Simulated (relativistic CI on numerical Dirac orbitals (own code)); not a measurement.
**Calculated levels, Ir22+**

These numbers are calculated, not measured: Dirac-Coulomb-Breit CI, KLI orbitals optimised for each configuration, QED by a radiative potential, unscaled Slater integrals (own radial code, finite nucleus).

Configurations in the expansion (outside the closed core [Ar] 3d10 4d10): 4s2.4p6.4f9, 4s2.4p6.4f8.5s, 4s2.4p6.4f8.5p, 4s2.4p6.4f7.5s.5p, 4s2.4p5.4f10, 4s2.4p6.4f8.6s, 4s2.4p6.4f7.5s2, 4s2.4p6.4f6.5s2.5p, 4s2.4p6.4f6.5s2.6s, 4p6.4f11, 4p5.4f12. Double excitations out of closed p, d and f shells are left out; levels of such configurations are missing from the list, as are those of other unlisted configurations, and high levels can miss mixing partners.

The lowest level is 4s2.4p6.4f9 6H°_15/2, with 79 % of that term; Hund's rules for 4s2.4p6.4f9 give 6H° with J = 15/2, in agreement.

```csv
No.,Configuration,Term,J,E (cm⁻¹),%,Next component (%)
1,4s2.4p6.4f9,6H°,15/2,0.0,79,18 4I°
2,4s2.4p6.4f9,6H°,13/2,18110.2,88,10 4I°
3,4s2.4p6.4f9,6F°,11/2,21512.6,43,28 6H°
4,4s2.4p6.4f9,6F°,9/2,22961.1,38,37 4F°
5,4s2.4p6.4f9,6H°,11/2,29190.4,46,41 6F°
6,4s2.4p6.4f9,6H°,9/2,33467.0,60,18 6F°
7,4s2.4p6.4f9,6F°,7/2,36884.1,48,19 6H°
8,4s2.4p6.4f9,6H°,7/2,39054.0,50,25 6F°
9,4s2.4p6.4f9,6F°,3/2,40871.5,44,29 4D°
10,4s2.4p6.4f9,6H°,5/2,42422.3,57,21 4G°
11,4s2.4p6.4f9,6F°,5/2,44556.5,65,13 4D°
12,4s2.4p6.4f9,2K°,15/2,45402.3,25,21 4I°
13,4s2.4p6.4f9,6F°,1/2,47630.6,66,30 4D°
14,4s2.4p6.4f9,4K°,17/2,57096.6,48,25 4L°
15,4s2.4p6.4f9,4M°,21/2,57227.3,82,17 2N°
16,4s2.4p6.4f9,6F°,9/2,57416.1,35,26 4F°
17,4s2.4p6.4f9,4G°,11/2,59537.1,61,20 6H°
18,4s2.4p6.4f9,4L°,19/2,60151.3,51,36 4M°
19,4s2.4p6.4f9,4I°,13/2,64104.0,42,25 4K°
20,4s2.4p6.4f9,6F°,3/2,65936.3,38,24 4P°
21,4s2.4p6.4f9,4P°,5/2,68265.4,40,27 6P°
22,4s2.4p6.4f9,4D°,7/2,68746.2,32,26 4F°
23,4s2.4p6.4f9,4I°,11/2,70776.3,45,17 2H°
24,4s2.4p6.4f9,4M°,15/2,73864.9,41,25 4I°
25,4s2.4p6.4f9,4I°,9/2,75409.7,22,21 2H°
26,4s2.4p6.4f9,4K°,15/2,78025.0,40,20 2K°
27,4s2.4p6.4f9,4I°,9/2,78578.1,44,16 2H°
28,4s2.4p6.4f9,4M°,17/2,80253.9,59,36 4K°
29,4s2.4p6.4f9,4D°,5/2,81066.6,47,28 4F°
30,4s2.4p6.4f9,2F°,7/2,81754.9,41,30 4F°
31,4s2.4p6.4f9,4G°,7/2,81964.3,33,22 6P°
32,4s2.4p6.4f9,4M°,19/2,82526.6,59,31 4L°
33,4s2.4p6.4f9,2D°,3/2,82676.9,27,21 4F°
34,4s2.4p6.4f9,4H°,13/2,83952.2,55,17 4I°
35,4s2.4p6.4f9,4G°,5/2,85372.2,32,24 2F°
36,4s2.4p6.4f9,4H°,11/2,85619.9,49,20 4G°
37,4s2.4p6.4f9,4P°,1/2,87069.6,51,21 6F°
38,4s2.4p6.4f9,4L°,17/2,89141.1,56,27 2L°
39,4s2.4p6.4f9,6P°,7/2,90310.7,42,20 4G°
40,4s2.4p6.4f9,4G°,11/2,90465.7,43,18 4I°
41,4s2.4p6.4f9,4F°,3/2,90920.5,56,20 2D°
42,4s2.4p6.4f9,4K°,13/2,91009.5,36,19 4I°
43,4s2.4p6.4f9,4F°,5/2,91138.7,37,21 4G°
44,4s2.4p6.4f9,4L°,13/2,95478.3,38,28 2K°
45,4s2.4p6.4f9,4G°,9/2,96089.3,50,13 4H°
46,4s2.4p6.4f9,4F°,3/2,98052.5,45,26 6P°
47,4s2.4p6.4f9,4G°,9/2,98076.7,52,22 4H°
48,4s2.4p6.4f9,2K°,15/2,100432.6,33,27 4K°
49,4s2.4p6.4f9,4K°,11/2,100962.8,61,20 4I°
50,4s2.4p6.4f9,2N°,21/2,101318.6,52,32 2O°
51,4s2.4p6.4f9,2M°,19/2,101797.6,53,32 2N°
52,4s2.4p6.4f9,4H°,7/2,102036.5,58,22 4G°
53,4s2.4p6.4f9,4I°,9/2,102189.2,28,28 4F°
54,4s2.4p6.4f9,4L°,15/2,102230.9,49,29 4I°
55,4s2.4p6.4f9,4F°,5/2,103656.6,36,21 4G°
56,4s2.4p6.4f9,4D°,7/2,103853.2,30,25 4F°
57,4s2.4p6.4f9,4I°,13/2,105135.0,57,28 2I°
58,4s2.4p6.4f9,4M°,15/2,106700.2,28,20 4I°
59,4s2.4p6.4f9,4F°,5/2,106951.4,51,19 4G°
60,4s2.4p6.4f9,4F°,7/2,108749.8,49,19 4D°
61,4s2.4p6.4f9,4P°,1/2,109430.6,46,37 4D°
62,4s2.4p6.4f9,2L°,17/2,110172.6,50,17 4M°
63,4s2.4p6.4f9,4I°,11/2,113316.1,34,30 2I°
64,4s2.4p6.4f9,4I°,9/2,114175.4,37,26 2H°
65,4s2.4p6.4f9,4D°,3/2,114338.5,26,21 6P°
66,4s2.4p6.4f9,4G°,5/2,115594.0,26,22 4P°
67,4s2.4p6.4f9,4I°,11/2,116345.1,28,22 4G°
68,4s2.4p6.4f9,2O°,23/2,117262.3,100,
69,4s2.4p6.4f9,4G°,9/2,119388.2,37,29 2G°
70,4s2.4p6.4f9,4L°,13/2,121985.4,23,22 2K°
```

Energies count from the lowest computed level; ° marks odd parity.

The mean weight of the leading LS term, summed over parents, in these 70 levels is 46 %, and that of the leading jj configuration (from the same eigenvectors) 58 %, so jj coupling describes them better and the LS labels are nominal.

At this charge energies of transitions that change n are usually good to better than 1 %, and those within a shell (Δn = 0) to a few per cent. Terms inside the open d or f shell come out 10 to 20 % too wide with unscaled integrals.

LS names give the leading component of a level, which can be under half, so a name can repeat, a term be missing and a line seem to break the LS rules.
